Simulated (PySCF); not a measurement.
# SMILES [SiH2]1C(Cl)=C(Cl)CC=C1, C$_{5}$H$_{6}$Cl$_{2}$Si

Geometry:
| atom | x (Å) | y (Å) | z (Å) |
| --- | --- | --- | --- |
| Cl1 | -2.278 | 1.950 | -0.984 |
| C2 | -0.961 | 0.928 | -0.467 |
| C3 | 0.301 | 1.298 | -0.631 |
| Cl4 | 0.685 | 2.817 | -1.368 |
| Si5 | 1.770 | 0.245 | -0.098 |
| C6 | 0.878 | -1.238 | 0.613 |
| C7 | -0.446 | -1.337 | 0.645 |
| C8 | -1.448 | -0.345 | 0.149 |
| H9 | 2.564 | 0.970 | 0.899 |
| H10 | 2.591 | -0.084 | -1.267 |
| H11 | 1.458 | -2.055 | 1.018 |
| H12 | -0.916 | -2.219 | 1.068 |
| H13 | -2.108 | -0.083 | 0.985 |
| H14 | -2.090 | -0.848 | -0.584 |

Method: GIAO PBE/pcSseg-1 magnetisability, rotational g tensor and spin-rotation constants, non-relativistic, gas phase in PySCF. Geometry: GFN2-xTB.

Q: Give the nuclear spin-rotation constants along the inertial axes (H = +C I·J) beside the isotropic shieldings.

A: Rotational constants 1.5703, 1.0982, 0.6537 GHz. A star marks the isotopologue with that one atom substituted, in its own axes.
```
atom  isotope  Caa (kHz)  Cbb (kHz)  Ccc (kHz)  mean (kHz)  σ (ppm)
 Cl1     35Cl      0.299      0.489      0.209       0.333    609.4
 Cl4     35Cl      0.420      0.362      0.186       0.322    651.4
  H9       1H     -0.135     -0.050      0.000      -0.061     26.7
 H10       1H     -0.135     -0.050      0.000      -0.061     26.7
 H11       1H      0.170     -0.112     -0.080      -0.007     25.6
 H12       1H     -0.053      0.045     -0.072      -0.027     24.8
 H13       1H     -0.154     -0.055     -0.012      -0.074     28.0
 H14       1H     -0.154     -0.055     -0.012      -0.074     28.0
  C2     13C*      0.786      0.345      0.150       0.427     33.0
  C3     13C*      0.690      0.376      0.120       0.396     50.7
 Si5    29Si*     -0.853     -0.668     -0.373      -0.631    397.7
  C6     13C*      0.722      0.381      0.078       0.394     59.0
  C7     13C*      0.783      0.441      0.100       0.441     30.3
  C8     13C*      0.269      0.244      0.123       0.212    134.2
```
For the geometry as given, no vibrational averaging.

Q: How do the rotational constants and the g tensor change when H9, H10, H11, H12, H13, H14 are replaced by deuterium?

A: Constants 1.4302, 1.0256, 0.6101 GHz; g -0.0241, -0.0198, -0.0055, against -0.0264, -0.0211, -0.0058 before.
